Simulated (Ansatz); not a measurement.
Problem. Name a neutral molecule of Br, Si and H with HOMO energy (PBE/def2-TZVPP) between -6.95 and -6.65 eV and LUMO energy (PBE0/def2-TZVPP) between -1.00 and -0.70 eV (Ansatz, PBE0-D4/def2-TZVP geometry).

Solution. `[SiH3][SiH](Br)Br` (-6.88 eV, -0.93 eV); `[SiH3][SiH2]Br` (-6.83 eV, -0.76 eV). Other molecules can fit too; these were computed, each in one conformer that needn't be the lowest.
